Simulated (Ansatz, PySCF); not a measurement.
Si(F)(OH)(NH2)2 (FH₅N₂OSi), SMILES N[Si](N)(O)F. Atoms are numbered in the order given.

```xyz
10

N     -1.0205     1.4280     0.2406
Si    -0.0880     0.0201     0.0684
N      1.5527     0.4035     0.3576
O     -0.8530    -1.1001     1.0269
F     -0.0422    -0.6584    -1.4196
H     -0.7053     2.3232    -0.1124
H     -2.0189     1.3913     0.4089
H      2.2972    -0.1146    -0.0955
H      1.8502     0.8171     1.2340
H     -0.7304    -2.0205     0.7680
```

Geometry: B3LYP-D3(BJ)/def2-SVP. This is a generated structure with no PubChem entry under its InChIKey; it may be hypothetical. The values are those of a single conformer.

Two levels are set side by side: PBE-D3(BJ)/def2-SVP (Ansatz, an electronic-structure program) and B3LYP-D3(BJ)/def2-SVP (Ansatz). Each level has its own optimised geometry; the coordinates shown are those of the second. Frequencies come from the Hessian of PySCF at each geometry. Differences are taken from unrounded values.

| quantity | B3LYP-D3(BJ) |
|---|---|
| mean bond length (Å) | 1.302 |
| bond N1–Si2 (Å) | 1.697 |
| bond Si2–N3 (Å) | 1.710 |
| bond Si2–O4 (Å) | 1.661 |
| bond Si2–F5 (Å) | 1.636 |
| bond N1–H6 (Å) | 1.013 |
| bond N1–H7 (Å) | 1.013 |
| bond N3–H8 (Å) | 1.014 |
| bond N3–H9 (Å) | 1.014 |
| bond O4–H10 (Å) | 0.964 |
| highest harmonic wavenumber (cm⁻¹) | 3882 |
| mean harmonic wavenumber (cm⁻¹) | 1274 |
| zero-point energy (kcal/mol) | 43.72 |

Q: What does PBE-D3(BJ) give, and how far is it from B3LYP-D3(BJ)? (Estimate from the structure and the level; the computed values follow.)

A: 
```json
[
 {"quantity": "mean bond length (Å)", "PBE-D3(BJ)": "1.312", "PBE-D3(BJ) minus B3LYP-D3(BJ)": "0.010"},
 {"quantity": "bond N1–Si2 (Å)", "PBE-D3(BJ)": "1.707", "PBE-D3(BJ) minus B3LYP-D3(BJ)": "0.010"},
 {"quantity": "bond Si2–N3 (Å)", "PBE-D3(BJ)": "1.721", "PBE-D3(BJ) minus B3LYP-D3(BJ)": "0.012"},
 {"quantity": "bond Si2–O4 (Å)", "PBE-D3(BJ)": "1.675", "PBE-D3(BJ) minus B3LYP-D3(BJ)": "0.014"},
 {"quantity": "bond Si2–F5 (Å)", "PBE-D3(BJ)": "1.649", "PBE-D3(BJ) minus B3LYP-D3(BJ)": "0.013"},
 {"quantity": "bond N1–H6 (Å)", "PBE-D3(BJ)": "1.020", "PBE-D3(BJ) minus B3LYP-D3(BJ)": "0.007"},
 {"quantity": "bond N1–H7 (Å)", "PBE-D3(BJ)": "1.020", "PBE-D3(BJ) minus B3LYP-D3(BJ)": "0.007"},
 {"quantity": "bond N3–H8 (Å)", "PBE-D3(BJ)": "1.021", "PBE-D3(BJ) minus B3LYP-D3(BJ)": "0.007"},
 {"quantity": "bond N3–H9 (Å)", "PBE-D3(BJ)": "1.021", "PBE-D3(BJ) minus B3LYP-D3(BJ)": "0.008"},
 {"quantity": "bond O4–H10 (Å)", "PBE-D3(BJ)": "0.972", "PBE-D3(BJ) minus B3LYP-D3(BJ)": "0.009"},
 {"quantity": "highest harmonic wavenumber (cm⁻¹)", "PBE-D3(BJ)": "3774", "PBE-D3(BJ) minus B3LYP-D3(BJ)": "-108"},
 {"quantity": "mean harmonic wavenumber (cm⁻¹)", "PBE-D3(BJ)": "1245", "PBE-D3(BJ) minus B3LYP-D3(BJ)": "-29"},
 {"quantity": "zero-point energy (kcal/mol)", "PBE-D3(BJ)": "42.73", "PBE-D3(BJ) minus B3LYP-D3(BJ)": "-0.99"}
]
```

Exact exchange shortens and stiffens bonds; PBE has none. Differences between two approximate levels are no errors against the true value.
